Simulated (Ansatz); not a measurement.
CH$_{6}$GeSSi (`[CH2]1[SiH2][S][GeH2]1`). Charge 0, multiplicity 1.

```xyz
10

C     0.108    0.372   -0.891
Si    0.552   -1.296   -0.140
S    -0.184   -0.904    1.840
Ge   -0.640    1.038    0.803
H     0.964    0.954   -1.233
H    -0.634    0.323   -1.688
H    -0.147   -2.443   -0.778
H     2.011   -1.583   -0.146
H     0.122    2.211    1.444
H    -2.151    1.327    0.788
```

(1) What are the harmonic wavenumbers in cm⁻¹ at PBE0-D4/def2-TZVP (Ansatz, finite differences of forces, unscaled)? (An estimate is asked.)

(2) Is this a minimum?

(3) Give the ideal-gas thermochemistry at 298.15 K and 1 bar (rigid rotor, harmonic oscillator; point group Cs, symmetry number 1).

(4) And at 400, 500, 600, 800 and 1000 K?

Results:

(1) The calculation gave: 45, 296, 386, 449, 482, 512, 574, 603, 634, 670, 729, 742, 855, 878, 962, 963, 992, 1393, 2142, 2147, 2214, 2216, 3102, 3167.

(2) Yes, all 24 modes are real.

(3) Zero-point energy 162.4 kJ/mol; H(298) − E = 181.2 kJ/mol; entropy 338.0 J/(mol·K), of which translation 171.4, rotation 114.3, vibration 52.3; G(298) − E = 80.4 kJ/mol. Modes under 100 cm⁻¹ are hindered rotations or soft bends, so the harmonic entropy is rough.

(4) 
| T (K) | H − E (kJ/mol) | S (J/mol/K) | G − E (kJ/mol) |
| --- | --- | --- | --- |
| 400 | 193.0 | 372.1 | 44.2 |
| 500 | 206.7 | 402.4 | 5.5 |
| 600 | 221.8 | 429.9 | -36.2 |
| 800 | 255.2 | 477.9 | -127.1 |
| 1000 | 291.8 | 518.7 | -226.8 |
